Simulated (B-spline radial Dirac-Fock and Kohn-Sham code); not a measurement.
Atomic SCF run for Ne

ΔSCF core binding energies without Breit or QED terms, calculated with an atomic code on a B-spline grid. Keys: rel is the Hamiltonian (dirac, or spin-free x2c and nr, where L3 and M5 stand for the whole 2p and 3d shells), method is hf or an exchange,correlation pair (spin-unpolarised, also for the hole states), nuc the nuclear model, radius_factor scales its radius, rmax is the box in bohr, h the logarithmic mesh step, order the B-spline order, points the quadrature points per cell, c_factor scales the speed of light, and damp, ndamp, maxit and tol steer the iteration. The run stops when the commutator error falls below 10·tol·max(1, Z/10), or the numerical noise floor, and the energy has settled to about 1e-8 Ha; the virial ratio is −V/T.

Input (task.json):

```json
{"items": [{"Z": 10, "q": 0, "cfg": [[1, 0, 2], [2, 0, 2], [2, 1, 6]], "A": 20, "rrms": 3.0055, "do": "settings", "holes": ["K", "L3", "M5"],
  "settings": [{"rel": "dirac", "method": "hf", "nuc": "fermi", "radius_factor": 1.0, "rmax": 45.0, "h": 0.3, "order": 8, "points": 10, "c_factor": 0.0418, "maxit": 66, "damp": 0.5, "ndamp": 3, "tol": 1e-08}]}]}
```

Command: `python xray2_run.py task.json out`

Ground-state iterations:

```
iter   energy (Ha)        error
   1     -165.07881319  1.41e+00
   2     -168.87795334  6.69e-01
   3     -177.30057201  1.35e-01
   4     -177.42241969  5.91e-02
   5     -177.45781627  1.71e-02
   6     -177.45879152  4.13e-03
   7     -177.45890299  9.02e-04
   8     -177.45890800  2.63e-04
   9     -177.45890888  8.04e-05
  10     -177.45890893  1.36e-05
  11     -177.45890893  1.36e-06
  12     -177.45890893  8.31e-08
```

The ground state converged in 12 iterations, with total energy -177.45891 Ha, virial ratio 1.17107 and highest orbital energy -11.79 eV. ΔSCF binding energies: K (1s) 808.0 eV, L3 (2p3/2) 9.31 eV. Holes are computed only in closed shells, and unreliable hole states are left out.

Task: One setting is unsound. Which, and why?

Result: c_factor makes c so small that Zα exceeds 1, so any numbers that come out have no meaning. With the default settings (Dirac Hartree-Fock): The ground state converged in 9 iterations, with total energy -128.69193 Ha, virial ratio 1.99775 and highest orbital energy -23.08 eV. ΔSCF binding energies: K (1s) 869.8 eV, L3 (2p3/2) 19.79 eV. Holes are computed only in closed shells, and unreliable hole states are left out.
